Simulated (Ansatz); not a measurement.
Start from `FBC[CH2][AlH2]` and change one atom or group to get `FBCF`.

Ansatz, PBE0-D4/def2-TZVP geometries, multiplicity 1. Each molecule was computed in one conformer, which needn't be the lowest.

```
                             property  `FBC[CH2][AlH2]`
    HOMO energy (PBE/def2-TZVPP) / eV             -6.30
 HOMO–LUMO gap (PBE0/def2-TZVPP) / eV              6.18
HOMO energy (ωB97M-V/def2-TZVPP) / eV             -9.66
  HOMO–LUMO gap (PBE/def2-TZVPP) / eV              4.21
  LUMO energy (B3LYP/def2-TZVPP) / eV             -1.51
   LUMO energy (PBE0/def2-TZVPP) / eV             -1.30
```

**Question.** Give the same properties after the change, and the shifts. (Estimate.)

**Answer.** The calculation gave: 
```tsv
property	`FBCF`	shift
HOMO energy (PBE/def2-TZVPP) / eV	-7.30	-1.00
HOMO–LUMO gap (PBE0/def2-TZVPP) / eV	8.11	1.93
HOMO energy (ωB97M-V/def2-TZVPP) / eV	-11.34	-1.68
HOMO–LUMO gap (PBE/def2-TZVPP) / eV	5.42	1.21
LUMO energy (B3LYP/def2-TZVPP) / eV	-1.13	0.38
LUMO energy (PBE0/def2-TZVPP) / eV	-0.85	0.45
```

With PBE0 the HOMO falls by 1.48 eV and the LUMO rises by 0.45 eV, so the gap widens by about 1.93 eV. PBE moves the HOMO by -1.00 eV and ωB97M-V by -1.68 eV.

B3LYP here is the variant with VWN-RPA as its local correlation; programs differ in this.
